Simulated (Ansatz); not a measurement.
Ansatz (a quantum-chemistry and plane-wave program) input (SVWN5/def2-TZVPD):

Ansatz 0.2 input:
```yaml
crystal:
  periodic: [false, false, false]
  atoms:
    - {symbol: Sn, position_ang: [-0.27387918, -0.24612340, -0.04315093]}
    - {symbol: O, position_ang: [-1.62303541, -1.45855191, -0.25571673]}
    - {symbol: Cl, position_ang: [-0.20608848, 1.96140531, -0.75361516]}
    - {symbol: Cl, position_ang: [1.77539685, -0.55113557, 1.00086695]}
basis:
  gaussian:
    orbitals: def2-TZVPD
hamiltonian:
  xc: {name: SVWN5}
magnetization: {spin_polarized: true, initial_magnetization: 2}
```

Output:

```
Functional definition: SVWN5
integrals: 0.13 GiB planned
1148 factors; their error is unknown
mean field: 0.99 GiB planned
mean field evaluation 1: about -32803.8248 eV, gradient 6.2e1 eV
mean field evaluation 2: about -32546.6311 eV, gradient 1.6e2 eV
mean field evaluation 4: about -32819.5318 eV, gradient 1.3e1 eV
mean field evaluation 8: about -32819.1821 eV, gradient 1.5e1 eV
mean field evaluation 16: about -32820.3721 eV, gradient 1.1e-3 eV
mean field evaluation 32: about -32819.1367 eV, gradient 4.6e0 eV
mean field evaluation 64: about -32820.1497 eV, gradient 1.2e-5 eV
mean field evaluation 96: about -32815.6268 eV, gradient 2.6e1 eV
mean field evaluation 128: about -32820.1403 eV, gradient 4.2e-1 eV
mean field -32820.37213168 eV, -1206.1264293918 hartree, gradient 2.8e-6 eV, S^2 2.005323; 14 other end points of the search recorded, 0 dependent functions left out
reference -32820.37219680 eV, -1206.1264317850 hartree; 33, 31 occupied and 155, 157 virtual orbitals, 1148 factors
Total energy: -32820.37219680 eV, -1206.1264317850 hartree
```

This state (charge 0, triplet) is run at the relaxed geometry of the species with charge 0 and multiplicity 1, and is a spin state other than that species' own.
